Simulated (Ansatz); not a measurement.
Stepwise reaction of `O[SiH](F)O[SiH2]F` with hydrogen chloride, as a gas-phase model of exchange steps in deposition or etching. ΔE in kJ/mol.

Computed with Ansatz on PBE0-D4/def2-TZVP structures; ΔE is electronic, products minus reactants. CCSD(T)/CBS adds triple-zeta CCSD(T) − MP2 to the extrapolated MP2 energy (def2 sets, frozen cores). This one scheme is used for every species. DFT in def2-TZVPP. B3LYP here is the variant with VWN-RPA as its local correlation; programs differ in this. Each species was taken in one conformer, which may not be the lowest.

```json
{"step": "1", "reaction": "`O[SiH](F)O[SiH2]F` + HCl → `O[SiH](F)O[SiH2]Cl` + H–F", "PBE-D4": "33.1", "B3LYP-D4": "42.9", "ωB97M-V": "41.6", "CCSD(T)/CBS": "40.1"}
```

**Question.** Give the row of step 2, `O[SiH](F)O[SiH2]Cl` + HCl → `O[SiH](Cl)O[SiH2]Cl` + H–F. (Estimate.)

**Answer.** Ansatz gave: 
```json
{"step": "2", "reaction": "`O[SiH](F)O[SiH2]Cl` + HCl → `O[SiH](Cl)O[SiH2]Cl` + H–F", "PBE-D4": "42.0", "B3LYP-D4": "52.3", "ωB97M-V": "50.7", "CCSD(T)/CBS": "49.2"}
```

**Question.** By hand: ΔE of the 2 steps together at CCSD(T)/CBS.

**Answer.** (40.1) + (49.2) = 89.3 kJ/mol, or 44.7 kJ/mol a step.

In ΔE each step is higher than the one before. All are uphill at CCSD(T)/CBS. PBE-D4 differs from CCSD(T)/CBS by -7.2 to -7.0 kJ/mol a step. Isolated molecules leave out the surface, adducts and barriers. Largest T1 diagnostic: 0.012.
